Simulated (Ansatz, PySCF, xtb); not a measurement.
Torsion H4–O1–B2–F3 in BFH2O (SMILES OBF); at each angle all else is relaxed with GFN2-xTB, and the levels are single points there.
Geometry at 0° (charge 0, multiplicity 1):
```xyz
5

O      0.9397    -0.0055    -0.3759
B     -0.3246     0.3477    -0.2373
F     -0.9125     0.2471     0.9570
H      1.3852    -0.3259     0.4116
H     -0.9447     0.7484    -1.1410
```

On the grid 0° to 330°, 90° is the highest and 0° the lowest point at CCSD(T)/CBS(cc-pVTZ, cc-pVQZ).

Cores are frozen in the correlated methods. CBS: X⁻³ extrapolation of the correlation energy, Hartree–Fock from the larger set. Rows in 3-21G, 6-31G*, STO-3G carry no dispersion term and start afresh at each structure (6-31G* with six Cartesian d functions). MP2/6-31G* freezes PySCF's default core.

Codes used: Ansatz (Gaussian orbitals); PySCF for 3-21G rows, 6-31G* rows, STO-3G rows; xtb for the GFN methods. Values without a source in brackets are computed.

```json
[
 {"level": "GFN2-xTB", "energy at 90° less that at 0° (kcal/mol)": "13.12"},
 {"level": "HF/STO-3G", "energy at 90° less that at 0° (kcal/mol)": "19.77"},
 {"level": "HF/3-21G", "energy at 90° less that at 0° (kcal/mol)": "9.54"},
 {"level": "HF/6-31G*", "energy at 90° less that at 0° (kcal/mol)": "13.17"},
 {"level": "BP86/6-31G*", "energy at 90° less that at 0° (kcal/mol)": "13.17"},
 {"level": "MP2/6-31G*", "energy at 90° less that at 0° (kcal/mol)": "14.04"},
 {"level": "MP2/cc-pVTZ", "energy at 90° less that at 0° (kcal/mol)": "12.53"},
 {"level": "CCSD(T)/cc-pVDZ", "energy at 90° less that at 0° (kcal/mol)": "…"},
 {"level": "CCSD(T)/CBS(cc-pVTZ, cc-pVQZ)", "energy at 90° less that at 0° (kcal/mol)": "12.30"}
]
```

Problem. Some entries are withheld; supply them.

Solution. 
- CCSD(T)/cc-pVDZ, energy at 90° less that at 0° (kcal/mol): 14.58

Ansatz is a first-principles code.
